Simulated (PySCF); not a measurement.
C4H7O, multiplicity 2. Atoms are numbered in the order given.

```xyz
12

C      0.5552     1.8812     0.0000
C     -0.1089     0.5932     0.0000
O     -1.3485     0.5183     0.0000
C      0.7678    -0.6608     0.0000
C     -0.0356    -1.9545     0.0000
H      1.6528     1.9770     0.0000
H     -0.0677     2.7886     0.0000
H      1.4467    -0.6037     0.8811
H      1.4467    -0.6037    -0.8811
H      0.6292    -2.8403     0.0000
H     -0.6951    -2.0098    -0.8884
H     -0.6951    -2.0098     0.8884
```
Charge 0, spin multiplicity 2.

The structure is a stationary point at PBE-D3(BJ)/def2-SVP. The isomer is the one that the SMILES or the coordinates give; other isomers of the formula were not compared. Other conformers were not sampled.

Method: PBE/def2-TZVP run with PySCF.

ESP charges are fitted to the potential on shells at 1.4 to 2.0 van der Waals radii. Atomic charges (e):

```tsv
atom	Mulliken	meta-Löwdin	Löwdin	ESP fit	Mulliken spin
C1	-0.21	-0.22	?	-0.50	0.87
C2	0.16	0.31	-0.40	0.57	-0.07
O3	-0.27	-0.40	?	-0.48	0.25
C4	-0.20	-0.24	-0.27	0.08	0.00
C5	-0.34	-0.34	-0.32	-0.42	0.00
H6	0.14	0.13	?	0.17	-0.03
H7	0.14	0.14	?	0.21	-0.03
H8	0.11	0.12	?	0.01	0.00
H9	0.11	0.12	?	0.01	0.00
H10	0.12	0.11	0.12	0.11	0.00
H11	0.12	0.12	0.13	0.12	0.00
H12	0.12	0.12	0.13	0.12	0.00
```

Q: Fill in the missing entries. (The exact figures need the calculation; the answer reports its results.)

A: 
- C1, Löwdin: -0.08
- O3, Löwdin: 0.14
- H6, Löwdin: 0.12
- H7, Löwdin: 0.13
- H8, Löwdin: 0.15
- H9, Löwdin: 0.15

Computed Mayer and Wiberg (Löwdin basis) orders of the bonds:
| bond | Mayer | Wiberg |
|---|---|---|
| C1–C2 | 1.22 | 1.53 |
| C2–O3 | 1.97 | 2.49 |
| C2–C4 | 0.97 | 1.17 |
| C4–C5 | 1.05 | 1.30 |
| C1–H6 | 0.94 | 0.92 |
| C1–H7 | 0.94 | 0.91 |
| C4–H8 | 0.92 | 0.83 |
| C4–H9 | 0.92 | 0.83 |
| C5–H10 | 0.96 | 0.90 |
| C5–H11 | 0.96 | 0.90 |
| C5–H12 | 0.96 | 0.90 |
